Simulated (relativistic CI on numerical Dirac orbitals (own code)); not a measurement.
Calculated at this level of theory: Dirac-Coulomb-Breit CI, KLI orbitals optimised for each configuration, model QED, unscaled Slater integrals (own radial code, finite nucleus).

Configurations in the expansion (outside the closed core 1s2): 2s2 2p6, 2s2 2p5 3s, 2s2 2p5 3p, 2s2 2p5 3d, 2s 2p6 3s, 2s 2p6 3p, 2s 2p6 3d, 2s2 2p5 4s, 2s2 2p5 4p, 2s2 2p5 4d, 2s2 2p5 4f, 2s2 2p4 3s2, 2s2 2p4 3s 3p, 2s2 2p5 5s, 2s 2p6 4s, 2s2 2p5 5p, 2s2 2p4 3s 3d, 2s2 2p4 3p2, 2s2 2p5 5d, 2s2 2p5 5f, 2s2 2p5 5g, 2s 2p6 4p, 2s 2p6 4d, 2s2 2p4 3p 3d, 2s 2p6 4f, 2s 2p5 3s2, 2s2 2p4 3d2, 2s 2p5 3s 3p, 2s 2p5 3s 3d, 2s 2p5 3p2, 2s 2p6 5s, 2s 2p5 3p 3d, 2s 2p6 5p, 2s 2p6 5d, 2s 2p6 5f, 2s 2p6 5g. Levels of other configurations are missing.

At this charge energies of transitions that change n are usually good to better than 1 %, and those within a shell (Δn = 0) to a few per cent.

Outline of the computed level scheme of Tl LXXII. Lowest level of each configuration: 2s2 2p6 1S_0 at 0.0 eV; 2s2 2p5 3s 3P°_2 at 9989.4 eV; 2s2 2p5 3p 3P_1 at 10162.1 eV; 2s2 2p5 3d 3P°_0 at 10924.6 eV; 2s 2p6 3s 3S_1 at 12661.7 eV; 2s 2p6 3p 3P°_1 at 12839.0 eV; 2s 2p6 3d 3D_1 at 13610.5 eV; 2s2 2p5 4s 3P°_2 at 14130.8 eV; 2s2 2p5 4p 3P_1 at 14201.8 eV.

Some strong electric-dipole decays among the lowest 45 levels: 2s2 2p5 3d 1P°_1 → 2s2 2p6 1S_0 (4.1e+15 s⁻¹); 2s2 2p5 3d 3D°_1 → 2s2 2p6 1S_0 (2.4e+15 s⁻¹); 2s 2p6 3p 3P°_1 → 2s2 2p6 1S_0 (7.7e+14 s⁻¹); 2s 2p6 3p 1P°_1 → 2s2 2p6 1S_0 (6.3e+14 s⁻¹); 2s2 2p5 3s 1P°_1 → 2s2 2p6 1S_0 (2.4e+14 s⁻¹); 2s2 2p5 3d 3P°_1 → 2s2 2p6 1S_0 (1.7e+14 s⁻¹); 2s2 2p5 4p 3P_1 → 2s2 2p5 3s 3P°_2 (8.7e+13 s⁻¹); 2s2 2p5 4s 1P°_1 → 2s2 2p6 1S_0 (8.4e+13 s⁻¹).

LS names give the leading component of a level, which can be under half, so a name can repeat, a term be missing and a line seem to break the LS rules.
